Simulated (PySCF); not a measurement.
# [Ce(H2O)6]4+ at several levels of theory

Computed with PySCF 2.14.0 (density fitting, no spin-orbit coupling) at the geometry relaxed with PBE0:

```xyz
19
[Ce(H2O)6]4+ (singlet)
Ce    0.0000    0.0000    0.0000
O     0.0000    0.0000    2.3318
H     0.7736   -0.0065    2.9508
H    -0.7736    0.0065    2.9508
O     0.0000    0.0000   -2.3318
H     0.7736    0.0065   -2.9508
H    -0.7736   -0.0065   -2.9508
O     2.3320    0.0000    0.0000
H     2.9510   -0.7736   -0.0052
H     2.9510    0.7736    0.0052
O     0.0000    2.3317    0.0000
H    -0.0018    2.9507    0.7738
H     0.0018    2.9507   -0.7738
O    -2.3320    0.0000    0.0000
H    -2.9510    0.7736   -0.0052
H    -2.9510   -0.7736    0.0052
O     0.0000   -2.3317    0.0000
H     0.0018   -2.9507    0.7738
H    -0.0018   -2.9507   -0.7738
```

```csv
level,basis,state,HOMO (eV),gap (eV),charge on Ce1 (e),population of f-type functions on Ce1 (polarisation alone where 4f lies in the core),dipole about the centre of mass (D),largest force component (eV/Å)
PBE0,"Ce lcecp-2-SVP with ECP46, O def2-SVP, H def2-SVP",singlet,–,–,1.97,0.13,0.00,0.01
PBE,the same,singlet,–,–,1.68,0.14,0.00,0.37
```

In the lcecp rows the 4f levels are missing from HOMO and gap, and the state counts the valence alone.

Charges are Mulliken's, which hang on the basis. The relaxation used the grid (50, 194), these runs (75, 302) or, all-electron (x2c bases, spin-free X2C Hamiltonian), (99, 590).

Q: What does revPBE with Ce lcecp-2-SVP with ECP46, O def2-SVP, H def2-SVP give here?

A: state singlet, charge on Ce1 (e) 1.73, population of f-type functions on Ce1 (polarisation alone where 4f lies in the core) 0.14, dipole about the centre of mass (D) 0.00, largest force component (eV/Å) 0.34. Time: 29 s on 4 threads of Intel(R) Xeon(R) Platinum 8259CL CPU @ 2.50GHz (Skylake/Cascade Lake) (shared host), from an already converged density.

No frequency check is given that shows the relaxed geometry to be a minimum, and it was reached by following one of several unstable modes of a saddle point.
